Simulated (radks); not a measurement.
Problem. All-electron atom: neutral erbium in [Xe] 4f12 5d1 6s1 (not the ground configuration). Calculated with a radial shooting solver on a logarithmic mesh with Libxc functionals: scalar-relativistic Kohn-Sham, PBEsol, spin-polarised, spherical densities, point nucleus; open shells are filled with parallel spins first (spin-orbit coupling, left out, can overturn this in heavy ions). Some entries of the table are withheld. Estimate them.

orbital  occ.  eigenvalue (Ry)  <r> (bohr)
1s up       1        -4215.410     0.02037
1s down     1        -4215.410     0.02037
2s up       1        -708.1425     0.08648
2s down     1        -708.1393     0.08648
2p up       3        -626.3537     0.07673
2p down     3        -626.3513     0.07673
3s up       1        -158.6354      0.2254
3s down     1        -158.5727      0.2254
3p up       3        -133.7613      0.2246
3p down     3        -133.6987      0.2245
3d up       5        -102.6189      0.2039
3d down     5        -102.5704      0.2038
4s up       1        -31.28054      0.5082
4s down     1        -31.15065      0.5082
4p up       3        -23.09877      0.5391
4p down     3        -22.97085      0.5392
4d up       5        -12.14527      0.5837
4d down     5        -12.01930      0.5840
5s up       1         -3.78563       1.253
5s down     1         -3.71047       1.255
5p up       3         -1.91321       1.502
5p down     3         -1.84544       1.502
6s up       1         -0.30187         (1)
4f up       7              (2)      0.8317
4f down     5              (3)      0.8427
5d up       1         -0.07582       3.821

Solution. 
(1) 6s up <r> (bohr): 4.000
(2) 4f up eigenvalue (Ry): -0.22894
(3) 4f down eigenvalue (Ry): -0.11414
